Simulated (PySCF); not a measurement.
Compound: C₆H₁₀FP.
InChI=1S/C6H10FP/c1-2-8-4-3-6(7)5-8/h5H,2-4H2,1H3

The calculation used TDDFT PBE0/def2-SVPD, vertical, gas phase, core orbitals frozen in the response (PySCF). Isolated species at its GFN2-xTB geometry (one conformer only).

```
state  E (eV)  ν̃ (cm⁻¹)       f  |μ| (D)  main configurations (H = HOMO, L = LUMO)
   S1    5.29      42670   0.083     2.03                                 H→L (94%)
   S2    5.98      48210   0.032     1.19                  H→L+1 (83%), H→L+2 (13%)
   S3    6.15      49610  0.0012     0.23                  H→L+2 (85%), H→L+1 (13%)
   S4    6.57      52980   0.077     1.76                  H-1→L (60%), H→L+3 (29%)
   S5    6.77      54620  0.0056     0.47                  H→L+3 (62%), H-1→L (25%)
   S6    6.93      55900   0.043     1.27                               H→L+4 (92%)
   S7    7.09      57180   0.025     0.97                               H→L+5 (86%)
   S8    7.16      57750   0.024     0.93                             H-1→L+1 (78%)
```

Triplets (Tamm–Dancoff): T1 4.05 eV, H→L (71%), H-1→L (17%); T2 5.01 eV, H→L+1 (58%), H→L+2 (20%); T3 5.19 eV, H-1→L (49%), H→L (19%), H→L+3 (9%).

The lowest singlet comes at 234 nm (510 kJ/mol) in the ultraviolet; it is of moderate strength; its leading configuration is HOMO→LUMO (94%). The lowest level is also the most intense of those listed (f = 0.083). Löwdin shares by element: HOMO phosphorus 45%, carbon 35% or more (atoms not listed hold the other 19%); LUMO carbon 55% or more, phosphorus 11% (atoms not listed hold the other 34%). The listed states span 1.87 eV, and the widest gap between neighbours is 0.69 eV (S1 to S2). Of the 8 states listed, 6 reach f = 0.01 and none stays under 0.0005. Orbital energies (eV): HOMO-3 -9.36, HOMO-2 -9.07, HOMO-1 -7.71, HOMO -6.48, LUMO -0.12, LUMO+1 0.65, LUMO+2 0.74. No computed singlet lies in the visible range (380 to 750 nm); the lowest, at 234 nm, stands 2.03 eV above its violet end (3.26 eV). Singlets were solved by full linear response, triplets in the Tamm–Dancoff approximation.
